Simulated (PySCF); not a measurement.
# Magnetisability: `O=Cc1c[n]([GeH3])nn1`, C$_{3}$H$_{5}$GeN$_{3}$O

Cartesian coordinates in Å; atom numbers follow the order of the lines, from 1:
```xyz
13

O     3.2331    1.3739    0.0985
C     2.8223    0.3339   -0.3503
C     1.4235   -0.0577   -0.3942
C     0.2889    0.6180    0.0376
N    -0.7363   -0.1986   -0.2436
Ge   -2.5773   -0.1715   -0.0400
N    -0.2529   -1.3197   -0.8189
N     1.0069   -1.2428   -0.9093
H     3.4936   -0.4318   -0.7782
H     0.1668    1.5760    0.5006
H    -2.9744   -1.4567   -0.6583
H    -2.8368   -0.0729    1.4280
H    -3.0618    1.0504   -0.7510
```

Method used: GIAO PBE0/pcSseg-1 magnetisability, rotational g tensor and spin-rotation constants, non-relativistic, gas phase in PySCF. Geometry: GFN2-xTB.

The calculation is non-relativistic, which matters for the atoms heavier than Zn.

Problem. What are the magnetisability and the molar susceptibility?

Solution. Isotropic -1118 × 10⁻³⁰ J/T², or -67.3 × 10⁻⁶ cm³/mol; principal values -1747, -861, -746 × 10⁻³⁰ J/T², anisotropy 949 × 10⁻³⁰ J/T² (root of half the summed squared differences of the principal values). The susceptibility is in cgs units.

Problem. Split it along the inertial axes a, b, c into diamagnetic and paramagnetic parts about the centre of mass, with the quadrupole moment.

Solution. 
```tsv
axis	χ (10⁻⁶ cm³/mol)	diamagnetic (10⁻⁶ cm³/mol)	paramagnetic (10⁻⁶ cm³/mol)	summed x² of all electrons (Å²)	quadrupole Θ (D Å)
a	-51.0	-332.4	281.4	413.4	-1.94
b	-45.7	-1817.9	1772.1	63.3	-3.77
c	-105.2	-2022.2	1917.0	15.1	+5.71
```
Anisotropies 2χaa − χbb − χcc = +48.8 and 2χbb − χaa − χcc = +64.8 × 10⁻⁶ cm³/mol. Θ is traceless in Buckingham's convention.

Problem. And the rotational g tensor?

Solution. 
| axis | rotational constant (GHz) | g | nuclear part | electronic part |
| --- | --- | --- | --- | --- |
| a | 5.2634 | -0.1408 | 0.5550 | -0.6958 |
| b | 0.6227 | -0.0179 | 0.5005 | -0.5184 |
| c | 0.5606 | -0.0019 | 0.5030 | -0.5049 |

Asymmetric top; isotopes 12C, 74Ge, 1H, 14N, 16O; no vibrational averaging.
